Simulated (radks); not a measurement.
Effect of the nuclear size on the neon ion Ne+, [He] 2s2 2p5. Calculated with a radial shooting solver on a logarithmic mesh with Libxc functionals: Dirac Kohn-Sham, relativistic LDA (MacDonald-Vosko exchange, VWN5 correlation), spin-unpolarised, spherical densities, finite nucleus; open shells are shared between the two j in proportion to 2j + 1; Fermi nuclear charge, rms radius 3.0055 fm. The rms radius is varied about that value; shifts are against it.

| rms radius (fm) | total energy shift (eV) | density at nucleus (e/bohr^3) | 1s1/2 shift (meV) |
|---|---|---|---|
| 2.4194 | -0.000415 | 642 | -0.170 |
| 2.9123 | -0.0000719 | 641.2 | -0.029 |
| 3.0055 | 0 | 641 | 0.000 |
| 3.297 | 0.000239 | 640.6 | 0.098 |
| 3.6577 | 0.000566 | 640.1 | 0.231 |

Slopes of the eigenvalues against <r^2> in GHz/fm^2, as finite differences over the two radii next to the reference (eigenvalue slopes, not the field-shift constants of lines): 1s1/2 12.9.
